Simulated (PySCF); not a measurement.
(E)-1,2-dibromo-1-chloroethene (C₂HBr₂Cl), SMILES Cl/C(Br)=C\Br.

Coordinates come from a PBE0-D3(BJ)/def2-SVP optimisation.

These are TDA-LC-ωPBE/def2-SVPD in PySCF values and carry that method's errors.

Vertical excitations.  State labels are in the subgroup Cs.

Computed lowest excited states:
```csv
state,symmetry,energy (eV),λ (nm),f,main pairs
S1,A",5.47,227,0.000,HOMO→LUMO+1 78 %
S2,A",6.13,202,0.000,HOMO→LUMO+2 66 %
S3,A',6.41,194,0.488,HOMO→LUMO 92 %
S4,A',6.63,187,0.015,"HOMO−1→LUMO+1 33 %, HOMO−2→LUMO+1 31 %, HOMO−2→LUMO+2 13 %"
S5,A',6.85,181,0.001,"HOMO−1→LUMO+2 26 %, HOMO−2→LUMO+1 25 %, HOMO−1→LUMO+1 22 %, HOMO−2→LUMO+2 5 %"
S6,A",6.96,178,0.000,HOMO−1→LUMO 96 %
S7,A",7.20,172,0.003,"HOMO→LUMO+3 36 %, HOMO−3→LUMO+1 15 %, HOMO−4→LUMO+2 10 %, HOMO→LUMO+4 7 %"
S8,A",7.32,169,0.002,HOMO−2→LUMO 90 %
S9,A",7.49,165,0.014,"HOMO→LUMO+3 33 %, HOMO−3→LUMO+1 32 %, HOMO−3→LUMO+2 10 %"
S10,A',7.85,158,0.019,HOMO−3→LUMO 74 %
T1,A',3.59,345,0,HOMO→LUMO 85 %
T2,A",4.83,257,0,"HOMO→LUMO+1 73 %, HOMO→LUMO+5 11 %"
T3,A",5.51,225,0,"HOMO→LUMO+2 58 %, HOMO−3→LUMO+1 12 %, HOMO→LUMO+6 10 %"
T4,A',5.72,217,0,"HOMO−2→LUMO+1 35 %, HOMO−1→LUMO+1 25 %, HOMO−2→LUMO+2 12 %"
```
Triplets are in the Tamm–Dancoff approximation.
